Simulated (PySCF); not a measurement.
## Successive ionisation energies of gadolinium

Calculated with PySCF 2.14, two-component X2C-1e (Gaussian nucleus, no Breit or QED terms), each ion in its own even-tempered basis; GMP2 freezes the deep shells of the larger ions and drops the highest virtual spinors; eV.

```tsv
ion	configuration	GHF (spin-free)	GHF (screened spin-orbit)	GMP2 (screened spin-orbit)	NIST	kind
Gd³⁵⁺	[Ar] 3d10 4s1	1519.7	1519.6	1520.7	1532.3 ± 0.3	semi-empirical
Gd³⁶⁺	[Ar] 3d10	2635.4	2621.9	2623.2	2621 ± 5	theoretical
Gd³⁷⁺	[Ar] 3d9	2733.0	2721.2	2722.6	2720 ± 4	theoretical
Gd³⁸⁺	[Ar] 3d8	2839.1	2828.0	2829.1	2827 ± 4	theoretical
Gd³⁹⁺	[Ar] 3d7	2946.9	2942.0	2942.4	2941 ± 4	theoretical
Gd⁴⁰⁺	[Ar] 3d6	3048.8	3051.3	3051.4	3050 ± 4	theoretical
Gd⁴¹⁺	[Ar] 3d5	3192.9	3161.6	3161.2	3160 ± 4	theoretical
Gd⁴²⁺	[Ar] 3d4	3298.4	3312.4	3313.3	3312 ± 4	theoretical
Gd⁴³⁺	[Ar] 3d3	3413.0	3424.7	3425.5	3424 ± 4	theoretical
Gd⁴⁴⁺	[Ar] 3d2	3528.6	3547.6	3547.3	3546 ± 4	theoretical
Gd⁴⁵⁺	[Ar] 3d1	3639.3	3662.4	3662.0	3660 ± 4	theoretical
Gd⁴⁶⁺	[Ar]	4035.2	3981.7	3982.6	3980 ± 4	theoretical
```

(1) Where is the largest relative jump?

Answers

(1) From Gd³⁵⁺ to Gd³⁶⁺: 1520.7 to 2623.2 eV, where the electron removed from [Ar] 3d10 comes from a deeper shell or subshell.
